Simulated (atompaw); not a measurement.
An all-electron radial function and its pseudo partner (Ta)

Columns: radius, all-electron u(r) and pseudo u(r) of the 5d shell (level -3.59 eV) of tantalum in the configuration [Kr] 4d10 4f14 5s2 5p6 5d3 6s2 6p0; PBE, scalar-relativistic, PAW (atompaw) scheme, atompaw 4.2.0.5.

| r (bohr) | all-electron | pseudo |
| --- | --- | --- |
| 0.115 | 0.1973 | 0.0001 |
| 0.231 | -0.0454 | 0.0007 |
| 0.346 | -0.2775 | 0.0023 |
| 0.462 | -0.2697 | 0.0054 |
| 0.577 | -0.1192 | 0.0106 |
| 0.692 | 0.0720 | 0.0183 |
| 0.808 | 0.2535 | 0.0292 |
| 0.923 | 0.4024 | 0.0434 |
| 1.038 | 0.5164 | 0.0616 |
| 1.154 | 0.5987 | 0.0844 |
| 1.269 | 0.6528 | 0.1114 |
| 1.385 | 0.6852 | 0.1433 |
| 1.500 | 0.7003 | 0.1795 |
| 1.615 | 0.7026 | 0.2196 |
| 1.731 | 0.6954 | 0.2633 |
| 1.846 | 0.6816 | 0.3086 |
| 1.962 | 0.6630 | 0.3545 |
| 2.077 | 0.6414 | 0.3981 |
| 2.192 | 0.6178 | 0.4371 |
| 2.308 | 0.5930 | 0.4693 |
| 2.423 | 0.5678 | 0.4915 |
| 2.538 | 0.5426 | 0.5021 |
| 2.654 | 0.5173 | 0.5006 |
| 2.769 | 0.4927 | 0.4881 |
| 2.885 | 0.4685 | 0.4680 |
| 3.000 | 0.4451 | 0.4451 |

(1) How many radial nodes do the two functions have?

(2) Is the pseudo-wave norm-conserving?

Answers

(1) The all-electron 5d function has n − l − 1 = 2; the pseudo-wave has 0, since the states of the same l below it are removed with the core.

(2) No, it belongs to a PAW set: the norm inside the radius is not constrained, and the difference is carried by the augmentation charge.
